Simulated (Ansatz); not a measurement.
Relaxation of BCl₂H₂InO (7 atoms, charge 0, multiplicity 1), to a largest force component of 0.02 eV/Å in at most 50 steps.

These are results of Ansatz 0.2.0, UKS PBE-D4/def2-SVP, not measurements.

```xyz
7
Properties=species:S:1:pos:R:3:forces:R:3
O -0.616 -1.276 -1.319 0.44 -9.86 -7.85
In -0.799 0.040 -0.269 33.79 -29.90 18.75
B 0.457 1.133 1.070 1.59 1.04 0.65
Cl 0.406 -0.357 2.141 0.81 -0.62 1.09
Cl 1.850 1.236 -0.174 0.42 -0.02 0.58
H 0.203 -1.563 -1.004 3.10 -2.65 -0.24
H -1.441 0.720 -0.491 -40.14 42.01 -12.98
```

Task: Where does it end, and by what steps?

Result: The run converged. After 12 steps the energy has fallen by 17.648 eV; H7 moved furthest, 1.01 Å. The start is strongly strained (largest force component 42 eV/Å), so its close contacts needn't be bonds. Parted: In2–Cl4, In2–Cl5, In2–H6.

```tsv
step	energy less start (eV)	largest force component (eV/Å)	accepted
0	0.0000	42.014	yes
1	-10.0532	12.437	yes
2	-13.2493	6.091	yes
3	-14.6982	2.992	yes
4	-15.7182	1.962	yes
5	-16.8022	1.766	yes
6	-17.3845	0.872	yes
7	-17.5999	0.490	yes
8	-17.6361	0.325	yes
9	-17.6449	0.132	yes
10	-17.6477	0.066	yes
11	-17.6482	0.046	yes
12	-17.6484	0.010	yes
```

```xyz
7
Properties=species:S:1:pos:R:3
O -0.765 -1.514 -1.517
In -0.859 0.203 -0.424
B 0.864 0.648 0.990
Cl 0.881 0.000 2.627
Cl 2.233 1.626 0.470
H 0.052 -2.014 -1.330
H -2.345 0.983 -0.861
```

Whether the end is a true minimum wasn't checked by a vibrational analysis.

Run time: 69 s on 2 threads of Arm Neoverse V1, on a shared host, peak memory 0.25 GiB.
